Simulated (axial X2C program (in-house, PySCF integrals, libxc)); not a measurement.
## Spectroscopic constants of AlZn

All values were computed with an axial X2C code built on PySCF integrals. Spin-free means the one-electron spin-free X2C Hamiltonian; two-component (2c) means X2C with spin–orbit coupling and atomic mean-field two-electron Coulomb and Gaunt terms, so the difference of the two also holds small scalar two-electron terms. Basis: Zn dyall-cv3z [9s10p6d3f2g], Al dyall-v3z [8s8p2d1f] (cores contracted in-house); Gaussian nuclei, density fitting, unrestricted open shells. Masses: Zn 63.929 u, Al 26.982 u.

State, spin-free: M_S = 1/2, Λ = 1 (beyond evenly filled blocks: π+α); electrons by block: σα: 11, σβ: 11, π+α: 5, π+β: 4, π-α: 4, π-β: 4, δ+α: 1, δ+β: 1, δ-α: 1, δ-β: 1. Fragments: Zn + Al.

State, 2c: Ω = 1/2 (⟨Sz⟩ = -0.50, ⟨Lz⟩ = 1.00 at PBE0); electrons by block: 1/2: 16, -1/2: 15, 3/2: 5, -3/2: 5, 5/2: 1, -5/2: 1. Fragments: Zn + Al.

```json
{"Hamiltonian": "spin-free", "level": "PBE0", "Re (Å)": "2.681", "ωe (cm⁻¹)": "171.8", "ωexe (cm⁻¹)": "2.09", "Be (cm⁻¹)": "0.1236", "De (eV)": "0.345", "D0 (eV)": "0.335", "μ (D)": "-0.76"}
{"Hamiltonian": "spin-free", "level": "TPSSh", "Re (Å)": "2.644", "ωe (cm⁻¹)": "181.8", "ωexe (cm⁻¹)": "2.06", "Be (cm⁻¹)": "0.1271", "De (eV)": "0.307", "D0 (eV)": "0.295", "μ (D)": "-0.82"}
{"Hamiltonian": "2c", "level": "PBE0", "Re (Å)": "2.678", "ωe (cm⁻¹)": "172.5", "ωexe (cm⁻¹)": "2.09", "Be (cm⁻¹)": "0.1239", "De (eV)": "0.353", "D0 (eV)": "0.342", "μ (D)": "-0.75"}
{"Hamiltonian": "2c", "level": "TPSSh", "Re (Å)": "2.642", "ωe (cm⁻¹)": "182.5", "ωexe (cm⁻¹)": "2.06", "Be (cm⁻¹)": "0.1273", "De (eV)": "0.315", "D0 (eV)": "0.303", "μ (D)": "-0.81"}
```

Dipoles are positive if Al is the positive end.

Occupations by symmetry block were frozen at the best pattern of an incomplete PBE0 search. Dissociation energies refer to the lowest single-determinant-based atoms at the same level and basis. Density functionals use the spin component along the axis (collinear). In 2c an atomic determinant is not the ground J level, so De misses part of the atomic spin–orbit lowering. This holds for PBE0, TPSSh. PBE0 can misorder states that lie within some tenths of an eV, so this need not be the ground state of the molecule. The nearest other spin-free determinant of the search, M_S = 1/2, Λ = 0, lies 0.34 eV up at the distance of the search. Without a current term, density functionals place determinants with orbital angular momentum somewhat too high. The atomic limit has a lower orbital projection than the molecule and lies lower at mean-field level, so De may be about a tenth of an eV too small.

No reliable constants came from CCSD (2c), CCSD (spin-free), CCSD(T) (2c), CCSD(T) (spin-free), HF (2c), HF (spin-free), MP2 (2c), MP2 (spin-free): no minimum in range, unconverged points, a curve that is not smooth, a change of character along it, or the two Hamiltonians disagreeing along it.

Rough cost a point (2c) on 1 thread(s) of a shared host, integrals apart: PBE0 0.5 s, TPSSh 0.7 s.

The whole task took 3 min on 1 thread of Arm Neoverse V1 (shared host).
